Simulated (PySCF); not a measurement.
Delta-SCF ions had no search for a lower state. Excitations are Tamm–Dancoff values on a coarser integration grid. The basis has no diffuse functions, so Rydberg states are missing or too high.

**C4H5Br, SMILES `C=CC(=C)Br` (C–C–C–Br torsion 0°) (charge 0, multiplicity 1)**

The numbers are results of PBE-D3(BJ)/def2-TZVP (PySCF), not measurements.

```
Quantity                                                             Value
-------------------------------------------  -----------------------------
HOMO                                                              -6.03 eV
dipole moment                                                       1.48 D
LUMO                                                              -2.27 eV
HOMO–LUMO gap                                                      3.75 eV
S1 excitation (TDA)                                                4.71 eV
S1 oscillator strength                                               0.000
brightest of the four lowest singlets (TDA)                        6.01 eV
T1 excitation (TDA)                                                3.05 eV
S1–T1 gap (TDA)                                                    1.67 eV
vertical ionisation energy (Delta-SCF)                             8.81 eV
total energy                                                 -2729.0153 Ha
cost                                         around 3 core-minutes (rough)
```

```xyz
10

C      1.7981     0.1381     0.4523
C      0.6796     0.1099    -0.2859
C     -0.6812    -0.0968     0.1813
C     -1.7568    -0.1123    -0.6210
Br    -0.9360    -0.3619     2.0645
H      1.7700    -0.0026     1.5335
H      2.7695     0.3001    -0.0141
H      0.7451     0.2532    -1.3701
H     -1.6219     0.0393    -1.6939
H     -2.7663    -0.2670    -0.2466
```
